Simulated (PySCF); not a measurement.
CH4ClNOSi2.

```xyz
10

Cl     1.9056    -0.8047    -1.0618
Si     0.7579    -0.1199     0.5307
O      0.2426     1.5029     0.1549
C     -1.0939     1.6605    -0.0988
N     -2.0154     0.7762    -0.0066
Si    -1.4812    -0.8355     0.5233
H      1.6497     0.0071     1.7244
H     -1.3065     2.7067    -0.4056
H     -1.8150    -1.8939    -0.4845
H     -2.0679    -1.1829     1.8610
```
Charge 0, spin multiplicity 1.

The structure is a stationary point at PBE-D3(BJ)/def2-SVP. The structure was generated by enumeration; whether it is a known compound was not checked.

Calculation: PBE/pcSseg-1 in PySCF. Non-relativistic, no solvent.

Computed absolute GIAO shielding of each atom: isotropic value and principal components (ppm):
```
atom  σ(iso)     σ11    σ22    σ33   span
----  ------  ------  -----  -----  -----
Cl1    877.8   691.0  955.2  987.2  296.2
Si2    316.1   278.2  325.0  345.1   66.9
O3      61.9   -70.6   60.2  196.1  266.6
C4      13.2   -84.8   60.6   63.8  148.6
N5      13.2  -133.5  -60.5  233.6  367.1
Si6    380.1   343.1  362.2  435.0   91.8
H7      25.2    21.1   23.4   31.0    9.8
H8      23.6    18.7   24.1   27.9    9.2
H9      26.2    23.6   24.1   30.8    7.2
H10     26.2    23.1   24.0   31.5    8.3
```
